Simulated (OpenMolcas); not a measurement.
# Rh4+ in a point-charge field

Rh4+ among 5 point charges of -2 e arranged as a square pyramid (C4v), 2.29 Å from the ion, with the axial distance 2.405 Å.

```json
{
  "Program": "OpenMolcas 26.06",
  "Method": "CASSCF",
  "Basis": "ANO-RCC-VDZP [6s5p3d1f]",
  "Scalar Hamiltonian": "DKH2, point nucleus",
  "Active space": "5 electrons in 5 orbitals (4d)",
  "State averaging": "2S+1 = 6 even, 1 root; 2S+1 = 4 even, 24 roots; 2S+1 = 2 even, 75 roots",
  "Spin-orbit coupling": "RASSI with atomic mean-field integrals over the reference wave functions"
}
```

The lowest spin-free states, above the lowest:

| State | Degeneracy | E (cm-1) | Free-ion L (%) |
| --- | --- | --- | --- |
| 2S+1 = 6 | 1 | 0.0 | S (100) |
| 2S+1 = 4 | 2 | 27717 | G (80) |
| 2S+1 = 4 | 1 | 28589 | G (88) |
| 2S+1 = 4 | 1 | 28764 | G (82) |
| 2S+1 = 4 | 1 | 29654 | G (97) |
| 2S+1 = 4 | 2 | 29683 | G (90) |
| 2S+1 = 4 | 1 | 30200 | G (100) |
| 2S+1 = 4 | 1 | 30341 | G (100) |
| 2S+1 = 4 | 2 | 32634 | D (40) |
| 2S+1 = 4 | 1 | 35381 | D (84) |
| 2S+1 = 4 | 1 | 36380 | D (93) |
| 2S+1 = 4 | 1 | 36913 | P (82) |
| 2S+1 = 4 | 1 | 37091 | D (100) |
| 2S+1 = 4 | 2 | 38993 | P (48) |
| 2S+1 = 2 | 1 | 40847 | I (78) |
| 2S+1 = 2 | 2 | 41261 | I (84) |
| 2S+1 = 2 | 1 | 41924 | I (88) |
| 2S+1 = 2 | 1 | 42057 | I (91) |
| 2S+1 = 2 | 1 | 42253 | I (91) |
| 2S+1 = 2 | 2 | 42355 | I (93) |

The lowest levels with spin-orbit coupling:

| E (cm-1) | Degeneracy | 2S+1 | g |
| --- | --- | --- | --- |
| 0.0 | 2 | 6 | 2.00 5.99 5.99 |
| 4.4 | 2 | 6 | 0.12 0.12 5.99 |
| 13.0 | 2 | 6 | 0.12 0.12 9.99 |
| 27041 | 2 | 4 | 0.97 4.38 4.38 |
| 27159 | 2 | 4 | 3.03 4.46 4.46 |
| 27414 | 2 | 4 | 0.67 4.07 4.07 |
| 27617 | 2 | 4 | 1.83 2.70 2.70 |
| 28343 | 2 | 4 | 0.57 0.57 3.22 |
| 28534 | 2 | 4 | 1.39 1.39 2.89 |
| 28637 | 2 | 4 | 0.05 0.05 1.08 |
| 29002 | 2 | 4 | 1.15 2.55 2.55 |
| 29387 | 2 | 4 | 2.67 2.67 5.16 |
| 29565 | 2 | 4 | 0.48 4.04 4.04 |
| 29591 | 2 | 4 | 2.16 6.22 6.22 |
| 29683 | 2 | 4 | 0.87 1.68 1.68 |
| 29926 | 2 | 4 | 0.07 0.07 8.41 |
| 29979 | 2 | 4 | 1.04 1.04 6.60 |
| 30156 | 2 | 4 | 1.71 5.11 5.11 |
| 30252 | 2 | 4 | 0.45 0.45 6.78 |
| 30284 | 2 | 4 | 0.21 0.21 5.94 |

Powder χT (cm3 K/mol): 3.5 at 2 K, 4.25 at 10 K, 4.36 at 50 K, 4.37 at 100 K, 4.37 at 200 K, 4.37 at 300 K. The effective moment at 300 K is 2.828 √(χT) = 5.91 μB.

The lowest level has 2S+1 = 6, for which the spin-only value is χT = S(S+1) / 2 = 4.375 cm3 K/mol (g = 2). The computed 4.367 at 300 K differs by -0.008, through a little spin-orbit mixing out of the ground term, against the free-electron g of 2.0023, which raises it.

Without dynamic correlation the repulsion within the d shell is too large (B by tens of per cent), so at a given field states of lower spin stand too high. Point charges give a weaker field than real ligands, and real ions of this kind are as a rule low spin; the high spin found here belongs to the model. Point charges carry no covalency, so the field is a model and not that of real ligands. An unlabelled pair can be two single states that coincide in this model. No measured value stands beside these numbers.

A state without a sure symmetry label is named by its multiplicity alone.
